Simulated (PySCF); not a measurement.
SMILES S/C=[CH]\[GeH3], PBE/def2-SVP optimised geometry.

```
10

S      1.76    -1.36     0.00
C      0.00    -1.36     0.00
C     -0.87    -0.32     0.00
Ge    -0.43     1.58     0.00
H      1.94     0.00     0.00
H     -0.37    -2.40     0.00
H     -1.94    -0.58     0.00
H     -1.74     2.40     0.00
H      0.42     1.96    -1.25
H      0.41     1.96     1.26
```

Density from PBE/def2-TZVP (PySCF) at that geometry.

Minimum of the electron density along straight lines between bonded atoms, close to the bond critical point (lines longer than 1.1 times the sum of covalent radii, or with two minima, are not listed):

```tsv
bond	length / Å	ρ at the minimum / e bohr⁻³	∇²ρ there / e bohr⁻⁵	position (fraction from the first atom)
S1–C2	1.759	0.198	___	0.52
C2–C3	1.354	___	-0.91	0.52
C3–Ge4	1.949	0.126	0.11	0.53
S1–H5	1.365	0.207	-0.57	0.65
C2–H6	1.106	0.271	-0.91	0.65
C3–H7	1.103	0.267	-0.87	0.65
Ge4–H8	1.549	0.130	___	0.59
Ge4–H9	1.556	0.128	0.04	0.59
Ge4–H10	1.556	0.128	0.04	0.59
```

Q: Complete the blanks.

A: 
- S1–C2, ∇²ρ there / e bohr⁻⁵: -0.36
- C2–C3, ρ at the minimum / e bohr⁻³: 0.328
- Ge4–H8, ∇²ρ there / e bohr⁻⁵: 0.05
